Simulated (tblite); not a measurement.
C5H14N2.
Atom-mapped SMILES: `[CH3:1][CH2:2][N:3]([CH3:4])[CH2:5][CH2:6][NH2:7]` (hydrogens: H8, H9, H10 on C1; H11, H12 on C2; H13, H14, H15 on C4; H16, H17 on C5; H18, H19 on C6; H20, H21 on N7)

Computed with GFN2-xTB (tblite), gas phase: nudged elastic band of 9 images (0 to 8), spring 0.2 eV/Å², climbing image at the end, force threshold 0.05 eV/Å. No saddle search or frequency run followed, so the top image need not be a first-order saddle, and its height can exceed the method's true barrier by a kcal/mol or more.

The band describes a rotation about C2–N3 (sp3 carbon bound to nitrogen, tertiary amine nitrogen), followed by the dihedral C1–C2–N3–C5, from the optimised start (164°) to a second optimised geometry at -64°.

Q: How does the energy change from image to image?

A: 
| image | dihedral (°) | E (kJ/mol) | C2–N3 (Å) | C1···C5 (Å) | largest true force (eV/Å) |
| --- | --- | --- | --- | --- | --- |
| 0 | 164 | 0.00 | 1.455 | 3.76 | 0.01 |
| 1 | 179 | 1.60 | 1.457 | 3.78 | 0.03 |
| 2 | -165 | 7.15 | 1.462 | 3.77 | 0.05 |
| 3 | -149 | 15.25 | 1.468 | 3.74 | 0.06 |
| 4 | -132 | 19.80 | 1.469 | 3.69 | 0.05 |
| 5 | -114 | 15.83 | 1.464 | 3.59 | 0.07 |
| 6 | -96 | 6.98 | 1.457 | 3.44 | 0.07 |
| 7 | -79 | -0.25 | 1.452 | 3.25 | 0.05 |
| 8 | -64 | -3.72 | 1.451 | 3.07 | 0.01 |

Barriers of this band. The top is image 4 at -132°: 19.80 kJ/mol forward and 23.52 kJ/mol back; the end lies 3.72 kJ/mol below the start. The central bond is 0.014 Å longer at the top than at the start.

Q: What rate follows at 250 K for crossing this barrier forward?

A: Taking the electronic barrier for the free energy of activation (no zero-point or entropy terms, transmission 1), rate = (kT/h)·exp(−ΔE/kT) ≈ 4 × 10^8 s⁻¹, whose inverse is 3 × 10^-9 s. An error of 1 kcal/mol in the barrier changes this by a factor of 7, and the method and the loose band can each miss by that much or more.

Q: How would the two end points share their population at 250 K, from these energies alone?

A: exp(−ΔE/kT) with ΔE = 0.039 eV gives 0.16 for the higher one (start) against 1 for the lower, without vibrational, rotational or degeneracy terms. GFN2-xTB can put conformers this close in the wrong order.

What follows is the cost of the whole band run. The run took 3.2 s on one thread of an Arm Neoverse V1, shared host with 64 logical CPUs at a one-minute load of 14, and the process peaked at 0.18 GiB of memory.
